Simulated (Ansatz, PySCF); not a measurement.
Reaction (SMILES): CB(C)C [trimethylborane] → C[B]C + [CH3] (CH3) (the B-C bond at the site shown breaks; other sites are not compared here)
Each molecule is optimised on its own at B3LYP-D3(BJ)/def2-TZVP (Ansatz, an electronic-structure program). Frequencies are from Ansatz or PySCF.

Property: bond dissociation energy (enthalpy at 298 K, with B3LYP-D3(BJ) rigid-rotor harmonic-oscillator terms), in eV. Cores are frozen in the correlated levels unless marked. Open shells are spin-unrestricted. Spin-orbit coupling is left out. No relativistic terms. Basis-set limits of correlation are two-point, X^-3; Hartree-Fock from the larger set. The bracket is a focal-point correction in the basis named.

```tsv
level	program	bond dissociation energy (eV)
r2SCANh/def2-TZVPD	Ansatz	…
HSE06-D3(BJ)/def2-TZVPD	Ansatz + dftd3	4.35
wB97M-V/def2-TZVPD	Ansatz	…
B2PLYP/def2-TZVPD	Ansatz	4.31
SCS-MP2/6-31G*	Ansatz	4.43
CCSD/6-31G*	Ansatz	4.32
CCSD/cc-pwCVTZ	Ansatz	…
RI-MP2/CBS(aug-cc-pVTZ,aug-cc-pVQZ)+[CCSD(T)-MP2]/aug-cc-pVTZ	Ansatz	…
```

Problem. Fill in the missing entries.

Solution. 
- r2SCANh/def2-TZVPD, bond dissociation energy (eV): 4.12
- wB97M-V/def2-TZVPD, bond dissociation energy (eV): 4.56
- CCSD/cc-pwCVTZ, bond dissociation energy (eV): 4.33
- RI-MP2/CBS(aug-cc-pVTZ,aug-cc-pVQZ)+[CCSD(T)-MP2]/aug-cc-pVTZ, bond dissociation energy (eV): 4.49
